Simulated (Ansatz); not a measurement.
Molecule: SiH, net charge 1, singlet state. 
Structure (B3LYP-D3(BJ)/def2-TZVP (Ansatz, a first-principles code) minimum search):
```xyz
2

Si     0.0000     0.0000    -0.1010
H      0.0000     0.0000     1.4139
```
Charge +1, spin multiplicity 1.

Parts of the frozen-core correlation energy in 6-31G (Ansatz, hartree). Frozen orbitals: 5; correlated occupied orbitals by spin: 2 and 2; virtual: 8 and 8. No spin-orbit coupling. No relativistic terms.

| term | value |
|---|---|
| reference (HF) | -289.11616 |
| MP2 opposite-spin | ___ |
| MP2 same-spin | -0.00066 |
| CCSD correlation | ___ |
| (T) | ___ |
| FCI minus CCSD(T) | -0.00013 |
| T1 diagnostic | 0.012 |
| largest doubles amplitude | 0.080 |

Task: Complete the blanks.

Result: 
- MP2 opposite-spin, value: -0.03171
- CCSD correlation, value: -0.05119
- (T), value: -0.00021
